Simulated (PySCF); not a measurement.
**Working out the ionisation energy of Hf²⁺**

Hf²⁺ [Xe] 4f14 5d2 (3F) → Hf³⁺ [Xe] 4f14 5d1 (2D). All numbers are calculated (PySCF 2.14, a scalar-relativistic core potential, in aug-cc-pwCVDZ-PP with ECP60MDF). Frozen: nothing. Energies in hartree (1 hartree = 27.21139 eV):

```json
{"part": "UHF", "Hf²⁺ (lower)": "-47.249049", "Hf³⁺ (upper)": "-46.458065"}
{"part": "MP2 opposite-spin", "Hf²⁺ (lower)": "-0.144821", "Hf³⁺ (upper)": "-0.137192"}
{"part": "MP2 same-spin", "Hf²⁺ (lower)": "-0.055542", "Hf³⁺ (upper)": "-0.048843"}
```

Problem. What does Hartree-Fock give?

Solution. (-46.458065) − (-47.249049) = 0.790984 hartree = 21.524 eV.

Problem. What do MP2 and SCS-MP2 (6/5 opposite-spin, 1/3 same-spin) give?

Solution. The opposite-spin parts differ by 0.208 eV and the same-spin parts by 0.182 eV. MP2: 21.524 + (0.208) + (0.182) = 21.914 eV. SCS-MP2: 21.524 + 1.2 × (0.208) + (0.182)/3 = 21.834 eV.

Reference: 22.55 ± 0.04 eV (theoretical estimate listed by NIST; NIST Atomic Spectra Database, ionization energies), between the lowest levels; spin-orbit coupling is absent from the calculation.

A double-zeta basis recovers only part of the correlation energy.

What remains against the reference includes basis incompleteness and correlation beyond second order.
